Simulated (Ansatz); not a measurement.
One change: `Cl[CH2][SnH3]` becomes `ClC[TeH]`.

Ansatz, PBE0-D4/def2-TZVP geometries, multiplicity 1. 

Elements past krypton have def2 core potentials.

```csv
property,`Cl[CH2][SnH3]`
size of the dipole moment (PBE/def2-TZVPP) / D,1.56
HOMO–LUMO gap (PBE0/def2-TZVPP) / eV,7.49
HOMO–LUMO gap (PBE/def2-TZVPP) / eV,5.42
zero-point energy (PBE0-D4/def2-TZVP) / kJ/mol,125.9
HOMO energy (ωB97M-V/def2-TZVPP) / eV,-9.88
LUMO energy (PBE/def2-TZVPP) / eV,-1.04
```

Problem. Give the same properties after the change, and the shifts. (An estimate is asked.)

Solution. Computed: 
```csv
property,`ClC[TeH]`,shift
size of the dipole moment (PBE/def2-TZVPP) / D,1.49,-0.07
HOMO–LUMO gap (PBE0/def2-TZVPP) / eV,5.32,-2.17
HOMO–LUMO gap (PBE/def2-TZVPP) / eV,3.42,-2.00
zero-point energy (PBE0-D4/def2-TZVP) / kJ/mol,91.0,-34.9
HOMO energy (ωB97M-V/def2-TZVPP) / eV,-8.56,1.32
LUMO energy (PBE/def2-TZVPP) / eV,-1.93,-0.89
```

With PBE0 the HOMO rises by 1.28 eV and the LUMO falls by 0.88 eV, so the gap narrows by about 2.16 eV. PBE moves the HOMO by 1.11 eV and ωB97M-V by 1.32 eV. The zero-point energy changes by -34.9 kJ/mol with -6 modes. Dipoles are sizes alone; their direction can turn.

Spin–orbit coupling is left out; it splits and shifts lone-pair levels of the heavy atoms by tenths of an eV.
